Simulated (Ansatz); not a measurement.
Consider the formal exchange of groups at the Si–C bond: `FC[SiH2]CS` + `O=CO[SiH3]` → `FC[SiH2]O[SiH3]` + `O=CCS`.

Program: Ansatz. Geometries: PBE0-D4/def2-TZVP. ΔE: electronic, gas phase. CCSD(T)/CBS adds triple-zeta CCSD(T) − MP2 to the extrapolated MP2 energy (def2 sets, frozen cores). DFT in def2-TZVPP. B3LYP here is the variant with VWN-RPA as its local correlation; programs differ in this. Each species was taken in one conformer, which may not be the lowest.

`FC[SiH2]CS`:

Cartesian coordinates in Å:
```
F 2.040 0.464 1.175
C 1.341 1.042 0.116
Si -0.501 0.652 0.302
C -0.746 -1.207 0.265
S -0.282 -1.904 -1.343
H 1.534 2.120 0.127
H 1.738 0.632 -0.817
H -1.001 1.225 1.581
H -1.235 1.273 -0.836
H -1.757 -1.511 0.544
H -0.060 -1.662 0.985
H -1.070 -1.123 -2.100
```

`O=CO[SiH3]`:

Z-matrix (Å, degrees):
```
Si
O 1 1.698
H 1 1.479 2 102.8
H 1 1.479 2 110.2 3 -118.2
H 1 1.479 2 110.2 3 118.2
C 2 1.330 1 117.6 3 180.0
O 6 1.198 2 124.3 1 0.0
H 6 1.099 2 111.4 1 -180.0
```

`FC[SiH2]O[SiH3]`:

```xyz
12

F    -0.038    1.504   -1.479
C     1.167    1.169   -0.860
Si    1.071   -0.607   -0.229
O    -0.161   -0.753    0.830
Si   -1.776   -0.550    1.021
H     1.975    1.296   -1.589
H     1.337    1.880   -0.045
H     0.865   -1.522   -1.381
H     2.344   -0.929    0.465
H    -2.084    0.882    1.263
H    -2.500   -1.015   -0.190
H    -2.199   -1.354    2.194
```

`O=CCS`:

```xyz
8

O     0.686    1.567   -0.277
C    -0.166    0.924    0.267
C    -0.336   -0.564    0.168
S     0.867   -1.388   -0.888
H    -0.922    1.416    0.914
H    -0.292   -0.959    1.189
H    -1.355   -0.750   -0.188
H     1.519   -0.247   -1.184
```

CCSD(T)/CBS gives -0.76 eV.

Task: Another level gave -0.63 eV. Which?
A. ωB97M-V/def2-TZVPP
B. B3LYP/def2-TZVPP
C. PBE0/def2-TZVPP
D. PBE-D4/def2-TZVPP

Result: C. PBE0 -0.63, B3LYP -0.74, PBE-D4 -0.56, ωB97M-V -0.69 eV.

Largest T1 diagnostic among the species: 0.016.

In def2-TZVPP, CCSD(T) changes the Hartree–Fock value by +0.16 eV (the triples alone add +0.04 eV) and MP2 by +0.15 eV. From PBE to PBE0 (25 % exact exchange), in def2-TZVPP and without D4, ΔE moves by −0.07 eV.
